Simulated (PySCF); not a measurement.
CHCl, triplet, at a GFN2-xTB geometry of the parent state; B3LYP/pcseg-1 (PySCF).

PySCF was given this input:
```python
from pyscf import gto, scf, dft

mol = gto.M(
    atom='''
C    -1.025550    0.511417    0.049250
Cl    0.466701   -0.163191   -0.013230
H    -1.780622   -0.294258   -0.070584
''',
    basis='pcseg-1',
    charge=0,
    spin=2,
    verbose=4,
)

mf = dft.UKS(mol)
mf.xc = 'b3lyp'
mf.kernel()
```

It wrote (shortened):

```
PySCF version 2.14.0

[INPUT] verbose = 4
[INPUT] num. atoms = 3
[INPUT] num. electrons = 24
[INPUT] charge = 0
[INPUT] spin (= nelec alpha-beta = 2S) = 2
[INPUT] symmetry False subgroup None
[INPUT] Mole.unit = angstrom
[INPUT] Symbol           X                Y                Z      unit          X                Y                Z       unit  Magmom
[INPUT]  1 C     -1.025550000000   0.511417000000   0.049250000000 AA   -1.938008627048   0.966438065447   0.093069011635 Bohr   0.0
[INPUT]  2 Cl     0.466701000000  -0.163191000000  -0.013230000000 AA    0.881937072061  -0.308386295994  -0.025001076628 Bohr   0.0
[INPUT]  3 H     -1.780622000000  -0.294258000000  -0.070584000000 AA   -3.364887911375  -0.556067029962  -0.133384428776 Bohr   0.0

nuclear repulsion = 39.7890119259498
number of shells = 8
number of NR pGTOs = 76
number of NR cGTOs = 37
basis = pcseg-1
ecp = {}

******** <class 'pyscf.dft.uks.UKS'> ********
method = UKS
initial guess = minao
damping factor = 0
level_shift factor = 0
DIIS = <class 'pyscf.scf.diis.CDIIS'>
diis_start_cycle = 1
diis_space = 8
diis_damp = 0
SCF conv_tol = 1e-09
SCF conv_tol_grad = None
SCF max_cycles = 50
direct_scf = True
direct_scf_tol = 1e-13
number electrons alpha = 13  beta = 11
XC library pyscf.dft.libxc version 7.1.2
    S. Lehtola, C. Steigemann, M. J. T. Oliveira, and M. A. L. Marques,  SoftwareX 7, 1–5 (2018)
XC functionals = b3lyp
    P. J. Stephens, F. J. Devlin, C. F. Chabalowski, and M. J. Frisch,  J. Phys. Chem. 98, 11623 (1994)
radial grids:
    Treutler-Ahlrichs [JCP 102, 346 (1995); DOI:10.1063/1.469408] (M4) radial grids

becke partition: Becke, JCP 88, 2547 (1988); DOI:10.1063/1.454033
pruning grids: <function nwchem_prune>
grids dens level: 3
symmetrized grids: False
atomic radii adjust function: <function treutler_atomic_radii_adjust>
small_rho_cutoff = 0
Set gradient conv threshold to 3.16228e-05
tot grids = 42808
init E= -498.89705682396

cycle= 1 E= -498.735313007384  delta_E= 0.162  |g|= 0.0847  |ddm|= 1.43
cycle= 2 E= -498.743526922913  delta_E= -0.00821  |g|= 0.0405  |ddm|= 0.181
cycle= 3 E= -498.744335569595  delta_E= -0.000809  |g|= 0.0298  |ddm|= 0.0654
cycle= 4 E= -498.744822270863  delta_E= -0.000487  |g|= 0.0124  |ddm|= 0.0472
cycle= 5 E= -498.744932484524  delta_E= -0.00011  |g|= 0.00304  |ddm|= 0.0184
cycle= 6 E= -498.744940265712  delta_E= -7.78e-06  |g|= 0.000767  |ddm|= 0.00586
cycle= 7 E= -498.744940984245  delta_E= -7.19e-07  |g|= 0.000233  |ddm|= 0.00207
cycle= 8 E= -498.744941032366  delta_E= -4.81e-08  |g|= 5.48e-05  |ddm|= 0.000525
cycle= 9 E= -498.744941034854  delta_E= -2.49e-09  |g|= 1.3e-05  |ddm|= 8.97e-05
cycle= 10 E= -498.744941035003  delta_E= -1.49e-10  |g|= 4.04e-06  |ddm|= 2.55e-05
Extra cycle  E= -498.744941035017  delta_E= -1.39e-11  |g|= 2.1e-06  |ddm|= 7.98e-06
converged SCF energy = -498.744941035017  <S^2> = 2.0049078  2S+1 = 3.0032701
```
